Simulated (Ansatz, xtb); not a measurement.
Ranking isomers of C4H13BS

6 gas-phase structures of C4H13BS, from a drawn sample of its isomers (lower ones may exist). Each was relaxed with GFN2-xTB; where two conformers were screened, the lower at r2SCAN-D4/def2-SVP is listed:

A. `C[BH2-][SH+]C(C)C`, a singlet
B. `[BH3-][SH+]CC(C)C`, a singlet
C. `C[BH-](C)[S+](C)C`, a singlet
D. `[BH3-][S@+](C)CCC`, a singlet
E. `[BH3-][S+](CC)CC`, a singlet
F. `[BH3-][SH+]CCCC`, a singlet

Task: Which do you expect lowest at r2SCAN-D4/def2-SVP, and how would the others follow?

Result: Calculated order at r2SCAN-D4/def2-SVP: C (0.0), A (7.1), E (10.9), D (11.3), B (13.2), F (14.8) kcal/mol. Less than 1 kcal/mol parts E and D, so the order within that pair means little.

Energies above the lowest of each column, in kcal/mol; the last columns are at PBE0-D4/def2-SVP geometries and were run for some of them only (a dash: not run or not comparable):

```json
{"structure": "C", "GFN2-xTB": "14.7", "HF/STO-3G": "0.0", "r2SCAN-D4/def2-SVP": "0.0", "PBE0-D4/def2-SVP": "0.0", "CCSD(T)/def2-SVP + ΔMP2/def2-TZVPP": "0.0"}
{"structure": "A", "GFN2-xTB": "6.5", "HF/STO-3G": "9.8", "r2SCAN-D4/def2-SVP": "7.1", "PBE0-D4/def2-SVP": "6.8", "CCSD(T)/def2-SVP + ΔMP2/def2-TZVPP": "8.2"}
{"structure": "E", "GFN2-xTB": "1.8", "HF/STO-3G": "9.3", "r2SCAN-D4/def2-SVP": "10.9", "PBE0-D4/def2-SVP": "10.4", "CCSD(T)/def2-SVP + ΔMP2/def2-TZVPP": "11.0"}
{"structure": "D", "GFN2-xTB": "1.4", "HF/STO-3G": "8.2", "r2SCAN-D4/def2-SVP": "11.3", "PBE0-D4/def2-SVP": "–", "CCSD(T)/def2-SVP + ΔMP2/def2-TZVPP": "–"}
{"structure": "B", "GFN2-xTB": "0.0", "HF/STO-3G": "15.0", "r2SCAN-D4/def2-SVP": "13.2", "PBE0-D4/def2-SVP": "–", "CCSD(T)/def2-SVP + ΔMP2/def2-TZVPP": "–"}
{"structure": "F", "GFN2-xTB": "1.5", "HF/STO-3G": "13.7", "r2SCAN-D4/def2-SVP": "14.8", "PBE0-D4/def2-SVP": "–", "CCSD(T)/def2-SVP + ΔMP2/def2-TZVPP": "–"}
```

CCSD(T)/def2-SVP + ΔMP2/def2-TZVPP puts C lowest of those it was run on; GFN2-xTB picks B. Flexible structures stand in one conformer each, not always the lowest. C keeps a small imaginary mode. Frequencies (GFN2-xTB) were run for A, C, E alone. The ΔMP2 step shifts differences by up to 3.8 kcal/mol, which makes them less sure. ΔMP2 is the change of the MP2 energy from the smaller to the larger basis.

Over these structures GFN2-xTB departs from r2SCAN-D4/def2-SVP by 8.2 kcal/mol on average once a common shift is removed. A GFN2-xTB relaxation took about 0.12 s and the r2SCAN-D4/def2-SVP energy about 4.5 s on a shared host (Ansatz 0.2.0, xtb 6.7.1).
